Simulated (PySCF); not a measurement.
SMILES COC(=O)[SiH2]S (C₂H₆O₂SSi) (GFN2-xTB optimised geometry):

```
12

C      1.908    -1.437    -0.004
O      0.492    -1.262    -0.003
C      0.025    -0.018     0.000
O      0.721     0.970    -0.001
Si    -1.892    -0.018     0.000
S     -2.356     2.061     0.000
H      2.375    -0.696    -0.655
H      2.296    -1.318     1.009
H      2.097    -2.445    -0.366
H     -2.375    -0.667     1.211
H     -2.372    -0.661    -1.216
H     -1.085     2.445     0.001
```

Level of theory: PBE0/def2-TZVP (PySCF 2.14.0).

Task: What are the frontier orbital energies and the dipole moment?

Result: HOMO-2 -9.18 eV, HOMO-1 -8.10 eV, HOMO -7.39 eV, LUMO -0.79 eV, LUMO+1 0.04 eV; dipole moment 2.86 D.

Meta-Löwdin charges at PBE0/def2-TZVP: C1 -0.15, O2 -0.32, C3 0.31, O4 -0.45, Si5 0.55, S6 -0.32, H7 0.14, H8 0.13, H9 0.14, H10 -0.08, H11 -0.08, H12 0.14.
